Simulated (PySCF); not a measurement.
H$_{3}$BN, doublet, at a GFN2-xTB geometry. Base run: TPSS/def2-SVP in PySCF.

Here is a job for PySCF.
```python
from pyscf import gto, scf, dft

mol = gto.Mole()
mol.atom = '''
    B    -0.65587946    0.14196566    0.01662518
    N     0.60502837   -0.19409535   -0.01952649
    H    -1.52568697   -0.65179993   -0.02650347
    H    -1.00555975    1.27397698    0.09559561
    H     1.57544545    0.02666206   -0.01553258
'''
mol.basis = 'def2-svp'
mol.spin = 1
mol.verbose = 4
mol.symmetry = True
mol.build()

mf = dft.UKS(mol)
mf.xc = 'tpss'
mf.kernel()
mf.analyze()
```

Variants of this job, named by their change:

```json
[
 {"change": "base", "ΔE vs base (eV)": "0.00", "point group used": "Cs", "SCF cycles": "10"},
 {"change": "irrep_nelec = A':(6, 6) A\":(2, 1)", "ΔE vs base (eV)": "5.98", "point group used": "Cs", "SCF cycles": "13"},
 {"change": "symmetry = off", "ΔE vs base (eV)": "0.00", "point group used": "C1", "SCF cycles": "10"},
 {"change": "irrep_nelec = A':(8, 6) A\":(0, 1)", "ΔE vs base (eV)": "9.18", "point group used": "Cs", "SCF cycles": "9"}
]
```

Open shells are given as the SCF converged; they aren't shown to be the lowest states, and a large step between rows can be another state.
